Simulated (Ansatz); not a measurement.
```yaml
crystal:
  periodic: [false, false, false]
  atoms:
    - {symbol: O, position_ang: [-3.019343, -0.199857, 0.355553]}
    - {symbol: Si, position_ang: [-1.447499, -0.182199, 0.820023]}
    - {symbol: Cl, position_ang: [-1.021363, 1.543653, 1.879104]}
    - {symbol: Si, position_ang: [0.081328, -0.222848, -0.951088]}
    - {symbol: Si, position_ang: [2.251207, 0.077969, -0.131654]}
    - {symbol: H, position_ang: [-3.313131, 0.461187, -0.273771]}
    - {symbol: H, position_ang: [-1.309980, -1.317393, 1.758446]}
    - {symbol: H, position_ang: [-0.032313, -1.515519, -1.684279]}
    - {symbol: H, position_ang: [-0.270328, 0.879922, -1.891872]}
    - {symbol: H, position_ang: [3.249863, -0.087639, -1.221501]}
    - {symbol: H, position_ang: [2.526068, -0.931415, 0.926039]}
    - {symbol: H, position_ang: [2.382593, 1.438937, 0.449100]}
basis:
  gaussian: {orbitals: "6-31++G**"}
hamiltonian: {xc: {name: revPBE0}, dispersion: d4, pseudopotentials: {relativity: none}}
scf: {lower_state_search: full}
output: {forces: true}
```

```sh
$ ansatz run in.yaml --threads 4 --pin off --events-out ev --progress --plain --max-ram 10444MiB
```

It prints (some lines left out):

```
Functional definition: revPBE0
1324 factors; integrals over basis functions are off by at most 1.4e-3 eV
mean field evaluation 1: about -38305.2829 eV, gradient 5.1e1 eV
mean field evaluation 2: about -38305.4610 eV, gradient 5.1e1 eV
mean field evaluation 4: about -38309.9956 eV, gradient 6.9e0 eV
mean field evaluation 8: about -38310.1298 eV, gradient 3.3e-1 eV
mean field evaluation 16: about -38310.1302 eV, gradient 4.0e-5 eV
mean field -38310.13020171 eV, -1407.8713173739 hartree, gradient 3.9e-5 eV, S^2 0.000000; 0 other end points of the search recorded, 0 dependent functions left out
reference -38310.13030240 eV, -1407.8713210741 hartree; 37, 37 occupied and 116, 116 virtual orbitals, 1324 factors
Total energy: -38310.88838989 eV, -1407.8991802757 hartree
Atom 0 at    -3.019343    -0.199857     0.355553 Å, force    -0.593341    -0.022002    -0.152463 eV/Å
Atom 1 at    -1.447499    -0.182199     0.820023 Å, force     0.600259    -0.259046     0.065978 eV/Å
Atom 2 at    -1.021363     1.543653     1.879104 Å, force     0.049838     0.233173     0.148011 eV/Å
Atom 3 at     0.081328    -0.222848    -0.951088 Å, force     0.002363     0.008365    -0.015757 eV/Å
Atom 4 at     2.251207     0.077969    -0.131654 Å, force     0.008191     0.011900     0.011191 eV/Å
Atom 5 at    -3.313131     0.461187    -0.273771 Å, force    -0.085506     0.058381    -0.072001 eV/Å
Atom 6 at    -1.309980    -1.317393     1.758446 Å, force     0.011712    -0.016537     0.030739 eV/Å
Atom 7 at    -0.032313    -1.515519    -1.684279 Å, force    -0.013092    -0.029689    -0.009027 eV/Å
Atom 8 at    -0.270328     0.879922    -1.891872 Å, force    -0.011966     0.018913    -0.015127 eV/Å
Atom 9 at     3.249863    -0.087639    -1.221501 Å, force     0.025780    -0.006890    -0.036036 eV/Å
Atom 10 at     2.526068    -0.931415     0.926039 Å, force     0.004264    -0.027534     0.029863 eV/Å
Atom 11 at     2.382593     1.438937     0.449100 Å, force     0.001499     0.030966     0.014630 eV/Å
Dipole moment:     0.038868    -0.042336    -0.371732 e Å
```

Run time 1.8 s (4 threads of an Intel Xeon 6975P-C on a shared host); peak host memory 0.66 GiB.
